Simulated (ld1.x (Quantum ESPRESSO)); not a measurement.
## promethium: excitation energies, all-electron against TM semilocal

ld1.x (Quantum ESPRESSO) 7.5 input, shortened:

```
&input
   title='Pm', zed=61., rel=0, dft='PBE', iswitch=3,
   config='[Xe] 4f5 5d0 6s2 6p0'
 /
 &inputp
   pseudotype=1, tm=.true., lloc=3,
   nlcc=.false.
 /
4
6S  1  0   2.00   0.00  3.05  3.05  0.0
6P  2  1   0.00   0.00  3.20  3.20  0.0
5D  3  2   0.00   0.00  3.55  3.55  0.0
4F  4  3   5.00   0.00  1.55  1.55  0.0
 &test
   configts(1)='4f5 5d0 6s2 6p0'
 /
```

Energies are relative to the spin-unpolarised reference configuration 4f5 5d0 6s2 6p0; without spin polarisation the order of configurations can differ from experiment.

(1) Give the all-electron excitation energy and the error of the potential for: 4f5 5d0 6s1 6p0; 4f5 5d0 6s0 6p0; 4f4 5d0 6s0 6p0; 4f5 5d0 6s1.5 6p0; 4f4 5d0 6s2 6p0; 4f5 5d1 6s1 6p0; 4f3 5d0 6s0 6p0.

Levels in the configuration 4f4 5d0 6s0 6p0:

| level | all-electron (eV) | pseudo (eV) |
| --- | --- | --- |
| 4f | -35.377 | -38.432 |

Answers

(1)

```
valence configuration  charge  ΔE all-electron (eV)  error AE − PS (meV)
      4f5 5d0 6s1 6p0      +1                 5.557                 +7.8
      4f5 5d0 6s0 6p0      +2                15.905                 +287
      4f4 5d0 6s0 6p0      +3                42.342                -1191
    4f5 5d0 6s1.5 6p0    +0.5                 2.213                 +0.2
      4f4 5d0 6s2 6p0      +1                12.382                 -635
      4f5 5d1 6s1 6p0       0                 1.175                  +58
      4f3 5d0 6s0 6p0      +4                87.496                -5896
```

These tests converged, but a pseudo level misses the all-electron one widely, so the file describes the atom poorly there or has found another state: 4f4 5d0 6s0 6p0: 4f by 3.1 eV (a node warning on the way); 4f3 5d0 6s0 6p0: 4f by 6.3 eV (a node warning on the way).
